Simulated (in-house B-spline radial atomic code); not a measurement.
# Excitations of Al9+ by several methods

Full response, energies in eV; labels give the largest channel, * marks a mixed state, a dash one above the method's threshold, and an imaginary frequency an unstable closed-shell reference. Computed with an all-electron radial atomic-structure program (B-spline basis): linear response of the closed shell [He] 2s2 with each method's own kernel (bare exchange for TDHF, static screening on G0W0 levels for BSE, the adiabatic kernel for functionals); non-relativistic, point nucleus, no spin-orbit coupling, no double excitations, S, P, D and F terms only.

```
           method  2s → 2p 3P  2s → 2p 1P  2s → 3s 3S  α (bohr³)
             TDHF      11.495       32.64      226.03     0.1989
   BSE on G0W0@HF      17.136       34.77      229.55      0.174
         LDA VWN5           ?           ?           ?          ?
              PBE      15.028       33.93      225.46     0.1872
             PBE0      14.542       33.68      225.92     0.1898
  B3LYP (VWN-RPA)      13.382       33.22      223.16      0.192
        CAM-B3LYP      13.373       33.26      222.80     0.1918
          LC-wPBE      14.852       33.87      224.88      0.188
            wB97X      13.320       33.37      226.92     0.2005
            HSE06      14.286       33.55      225.91     0.1907
        BHandHLYP      12.304       32.94      222.76      0.195
             BLYP      13.151       33.41      222.13     0.1905
           PBEsol      15.350       34.01      225.26     0.1871
             BP86      15.066       33.92      226.59     0.1892
LDA exchange-only      14.566       33.66      223.79     0.1854
            B97-1           ?           ?           ?          ?
             RPBE      15.019       34.24      225.23     0.1878
             OLYP      13.775       34.55      221.51     0.1898
```

Problem. What does LDA VWN5 give?

Solution. 2s → 2p 3P: 16.120; 2s → 2p 1P: 33.45; 2s → 3s 3S: 225.48; α: 0.1866 (eV, bohr³).

Problem. What does B97-1 give?

Solution. 2s → 2p 3P: 15.397; 2s → 2p 1P: 33.77; 2s → 3s 3S: 225.99; α: 0.1911 (eV, bohr³).
